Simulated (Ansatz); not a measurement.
A nudged elastic band was laid between two geometries of CH₂OSe (5 atoms, charge 0, multiplicity 1).

Method: UKS PBE/def2-SVP (Ansatz 0.2.0).

```
movable images  : 5
climbing image  : yes
spring          : 5.0 eV/Å²
optimiser       : quadratic models (default)
start path      : through a guess of the saddle point
force threshold : 0.5 eV/Å
iteration limit : 60
end points      : relaxed
```

Initial state:

```xyz
5
Properties=species:S:1:pos:R:3
O -0.448 -1.650 0.607
C -0.349 -0.545 0.142
Se 1.333 0.456 0.093
H -1.200 0.035 -0.312
H 0.713 1.632 -0.571
```

Final state:

```xyz
5
Properties=species:S:1:pos:R:3
O -0.641 -1.131 0.333
C -0.429 0.088 -0.156
Se 1.438 0.474 0.109
H -1.593 -1.313 0.191
H 1.275 1.808 -0.518
```

Task: What changes between the two ends?

Result: Bonds broken: C2–H4. Bonds formed: O1–H4.

Task: Give the energies along the band, and the barrier.

Result: The run converged. The highest image is number 5 of 0 to 6, 260.1 kJ/mol above the first end and 58.6 kJ/mol above the last; the last end lies 201.5 kJ/mol above the first. The threshold of 0.5 eV/Å is loose, so the images may lie well off the minimum-energy path. The profile has 3 maxima (images 1, 3, 5) with wells between them (images 2, 4): this band takes more than one step, which may be the mechanism or a detour left from its start path. Neighbouring images differ by up to 2.1 eV, so the band resolves the path poorly. The order of the stationary point at the top wasn't checked. The orbitals were unrestricted but ended closed-shell.

| image | path coordinate (Å) | energy (kJ/mol) | C2–H4 (Å) | O1–H4 (Å) |
| --- | --- | --- | --- | --- |
| 0 | 0.00 | 0.0 | 1.13 | 2.06 |
| 1 | 0.94 | 30.2 | 1.12 | 2.04 |
| 2 | 1.90 | 24.1 | 1.13 | 2.07 |
| 3 | 2.85 | 226.2 | 1.17 | 1.58 |
| 4 | 3.80 | 211.0 | 1.86 | 0.98 |
| 5 | 4.67 | 260.1 | 1.85 | 0.99 |
| 6 | 5.55 | 201.5 | 1.85 | 0.98 |

Task: What is the geometry of the highest image?

Result: 
```xyz
5
Properties=species:S:1:pos:R:3
O -0.696 -0.854 0.478
C -0.233 -0.248 -0.584
Se 1.603 0.426 -0.074
H -1.602 -1.172 0.255
H 0.979 1.774 -0.117
```

The band took 11 iterations and roughly 2.5 core-minutes.

Run time: 81 s on 2 threads of Intel(R) Xeon(R) Platinum 8259CL CPU @ 2.50GHz (Skylake/Cascade Lake), on a shared host, peak memory 0.16 GiB.
